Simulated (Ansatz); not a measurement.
`C[B]([InH2])CF`. The species carries charge 0 and has multiplicity 1. In: def2 effective core potential. The structure was optimised at the PBE0-D4/def2-TZVP level. It is one conformer, not always the lowest.

```xyz
12

C    -1.572    0.450    0.556
B    -0.148    0.075    0.043
In    0.493   -1.612   -1.315
C     1.079    0.907    0.520
F     2.304    0.422    0.035
H    -1.863   -0.325    1.280
H    -2.334    0.403   -0.227
H    -1.646    1.416    1.066
H     0.906   -3.191   -0.730
H     0.646   -1.428   -3.033
H     0.986    1.952    0.189
H     1.148    0.932    1.616
```

**Question.** What is the dipole moment at PBE/def2-TZVPP? (Best estimate.)

**Answer.** Ansatz gave: 3.05 D, with components (-2.09, 1.60, 1.54) D in this frame, pointing from negative to positive charge.

**Question.** And with r2SCAN, B3LYP, ωB97M-V? (Estimate.)

**Answer.** Computed: r2SCAN 3.13 D, B3LYP 3.18 D, ωB97M-V 3.17 D.

**Question.** Give the Mulliken charges with PBE, ωB97M-V, r2SCAN in def2-TZVPP. (Estimate.)

**Answer.** Computed: 
| atom | PBE | ωB97M-V | r2SCAN |
| --- | --- | --- | --- |
| C1 | -0.34 | -0.35 | -0.25 |
| B2 | -0.07 | -0.01 | 0.00 |
| In3 | 0.33 | 0.22 | 0.36 |
| C4 | 0.08 | 0.08 | 0.15 |
| F5 | -0.23 | -0.26 | -0.27 |
| H6 | 0.12 | 0.12 | 0.08 |
| H7 | 0.11 | 0.12 | 0.07 |
| H8 | 0.09 | 0.10 | 0.05 |
| H9 | -0.14 | -0.12 | -0.16 |
| H10 | -0.14 | -0.12 | -0.16 |
| H11 | 0.09 | 0.10 | 0.06 |
| H12 | 0.09 | 0.10 | 0.06 |

B3LYP here is the variant with VWN-RPA as its local correlation; programs differ in this.
